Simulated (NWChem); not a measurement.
Species: BHIF; SMILES FBI

```xyz
4

B     -0.5834    -1.4561     0.0000
F      0.3229    -2.3998     0.0000
H     -1.7544    -1.7328     0.0000
I      0.0333     0.5776     0.0000
```
Atoms are numbered in this order, from 1.

Program: NWChem. Coordinates come from a PBE0/def2-SVP optimisation. Not confirmed as a minimum by frequencies. def2 effective core potentials on I; no spin-orbit coupling. Ions are spin-unrestricted doublets at the neutral geometry; other ion states weren't tried.

For level PBE/def2-SVP:

```
Quantity       Value
-------------  -----
−ε(HOMO) (eV)   6.62
```

Problem. How do the values read with level PBE0/def2-SVP instead?

Solution. 
* **−ε(HOMO) (eV)**: 7.82
